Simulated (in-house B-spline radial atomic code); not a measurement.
Values are calculated unless marked as measured or tabulated.
Ghost states of the separable form: P

P, [Ne] 3s2 3p3, non-relativistic LDA (VWN5), spherical and spin-unpolarised, from a B-spline radial code for spherical atoms (atomic units; all potentials screened as in the neutral atom).

Troullier-Martins channels: 3s (ε = -0.5124, r_c = 1.796 bohr), 3p (ε = -0.2061, r_c = 2.193 bohr). In the Kleinman-Bylander form one channel serves as the local potential, and each other channel l becomes |δV u><u δV|/<u|δV|u>, with δV = V_l − V_local and u the pseudo-orbital. Its strength is E_KB = <u|δV²|u>/<u|δV|u>. By the analysis of Gonze, Stumpf and Scheffler a spurious state lies below the reference level ε if E_KB > 0 and ε is above the second level of the local potential alone, or if E_KB < 0 and ε is above its first. The table's levels are those of angular momentum l in a sphere of 9 bohr, whose wall can lift a shallow ε a little above its free-atom value.

```csv
local,channel,<u δV u>,<u δV² u>,ε,first local level,second local level
p,s,0.12487,0.28568,-0.5124,-0.7909,-0.0272
s,p,-0.066281,0.14944,-0.2060,-0.1674,0.1089
```

Question: Apply the rule to each row.

Answer: Local p, channel s: E_KB = +2.29, so ε = -0.5124 is set against -0.0272: no ghost. Local s, channel p: E_KB = -2.25, so ε = -0.2060 is set against -0.1674: no ghost.

Diagonalising the separable Hamiltonian gives:

```json
{"local": "p", "channel": "s", "three lowest levels": "-0.5124, 0.0218, 0.3075", "all-electron, two lowest valence levels": "-0.5124, 0.0222"}
{"local": "s", "channel": "p", "three lowest levels": "-0.2060, 0.0948, 0.4020", "all-electron, two lowest valence levels": "-0.2060, 0.0950"}
```

Question: Which choices of local channel are safe?

Answer: All are free of ghosts. Among the safe choices the second level, which tests transfer, is off by at most 0.2 millihartree (s local), 0.3 millihartree (p local).
